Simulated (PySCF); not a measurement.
C₄H₈GeO.
Geometry (PBE0-D3(BJ)/def2-SVP, Å), atoms numbered from 1 in this order:
```
atom  x, y, z in Å
Ge1    2.2979    0.4441    0.7100
O2     0.6990    1.2677    0.5207
C3    -0.4188    0.5455    0.4818
C4    -0.7593   -0.7577    0.5671
C5    -2.2321   -0.4502    0.4015
C6    -1.8223    1.0506    0.3041
H7     2.4753   -0.5232   -0.4717
H8     2.2926   -0.3049    2.0524
H9     3.3004    1.6002    0.6832
H10   -0.2085   -1.6907    0.7055
H11   -2.8761   -0.6882    1.2650
H12   -2.7095   -0.8478   -0.5101
H13   -2.1978    1.6968    1.1139
H14   -2.0301    1.5343   -0.6641
```

The calculation used core-valence-separated Tamm–Dancoff BHandHLYP/aug-pcX-1 (pcseg-1 on H, def2-SVPD on Ge) in PySCF, non-relativistic, gas phase, PBE0-D3(BJ)/def2-SVP geometry. Absolute energies from this functional tend to lie a few eV below measured edges; no shift was applied.

The lowest roots of each edge with f over 0.003 (five at most, numbered afresh; weaker and dark ones are left out), with transition dipoles (au) in the frame of the coordinates:

```json
{"root": "1", "edge": "C", "E (eV)": "283.46", "f": "0.0522", "μx": "0.0081", "μy": "-0.0079", "μz": "-0.0860"}
{"root": "2", "edge": "C", "E (eV)": "284.63", "f": "0.0738", "μx": "-0.0094", "μy": "0.0094", "μz": "0.1020"}
{"root": "3", "edge": "C", "E (eV)": "285.44", "f": "0.0129", "μx": "0.0217", "μy": "-0.0367", "μz": "0.0055"}
{"root": "4", "edge": "C", "E (eV)": "285.75", "f": "0.0120", "μx": "0.0257", "μy": "0.0323", "μz": "-0.0005"}
{"root": "5", "edge": "C", "E (eV)": "285.76", "f": "0.0091", "μx": "-0.0190", "μy": "0.0303", "μz": "-0.0051"}
{"root": "6", "edge": "O", "E (eV)": "532.05", "f": "0.0231", "μx": "0.0331", "μy": "-0.0255", "μz": "0.0047"}
{"root": "7", "edge": "O", "E (eV)": "533.72", "f": "0.0196", "μx": "0.0034", "μy": "-0.0034", "μz": "-0.0384"}
{"root": "8", "edge": "O", "E (eV)": "534.11", "f": "0.0037", "μx": "-0.0106", "μy": "0.0130", "μz": "-0.0019"}
{"root": "9", "edge": "O", "E (eV)": "534.78", "f": "0.0041", "μx": "0.0015", "μy": "-0.0013", "μz": "-0.0176"}
```

Problem. Molecules are fixed in this frame and the field points along x. What effective strengths 3 f cos²θ do the roots have (θ between field and μ)?

Solution. root 1 (C4): 0.001, root 2 (C3): 0.002, root 3 (C4): 0.010, root 4 (C5): 0.014, root 5 (C6): 0.008, root 6 (O2): 0.043, root 7 (O2): 0.000, root 8 (O2): 0.004, root 9 (O2): 0.000. Root 6 is the strongest. Averaged over all orientations cos²θ is 1/3, which gives f back.

 Relativistic effects, spin–orbit coupling among them, are left out although an element past zinc is present.

One conformer stands for the species.
